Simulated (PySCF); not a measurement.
A GIAO shielding run with PySCF (density fitting, non-relativistic, gas phase) on SMILES C=C/C=C/BP, C4H8BP:

```
$ OMP_NUM_THREADS=1 python probes_run.py task.json out

{"job": {"kind": "nmr", "xc": "HF", "basis": "pcSseg-1", "pop": false}, "charge": 0, "multiplicity": 1}
C     -2.238802    -1.685873     0.050586
C     -1.675733    -0.581242    -0.464718
C     -0.276059    -0.249015    -0.302220
C      0.332117     0.845549    -0.824415
B      1.836837     1.145378    -0.701139
P      3.036164     0.162670     0.389935
H     -3.300040    -1.907113    -0.084889
H     -1.647900    -2.405058     0.626159
H     -2.287228     0.122948    -1.040880
H      0.317426    -0.965999     0.281623
H     -0.301222     1.522323    -1.414102
H      2.351400     1.964024    -1.429999
H      3.918558     1.196118     0.802676
H      2.318431     0.018443     1.609538
```

Hardware: 1 thread of an Arm Neoverse V1, shared host.

Question: How large is the calculation?

Answer: 52 electrons, 149 basis functions and 789 auxiliary functions.

Question: How long does it take, and how much memory does it need?

Answer: 6.3 s of wall time, with 11 SCF cycles and 8 response iterations; peak memory 0.82 GiB. Times on a shared host scatter by some tens of per cent.

Question: And these other runs on the same molecule and hardware: GIAO shielding at B3LYP/pcSseg-1; GIAO shielding at B97-D/pcSseg-1; GIAO shielding at BLYP/pcSseg-1; GIAO shielding at BP86/pcSseg-1; GIAO shielding at KT2/pcSseg-1; GIAO shielding at KT3/pcSseg-1?

Answer: B3LYP/pcSseg-1: 149 functions, 12 s; B97-D/pcSseg-1: 149 functions, 19 s; BLYP/pcSseg-1: 149 functions, 19 s; BP86/pcSseg-1: 149 functions, 20 s; KT2/pcSseg-1: 149 functions, 19 s; KT3/pcSseg-1: 149 functions, 19 s.
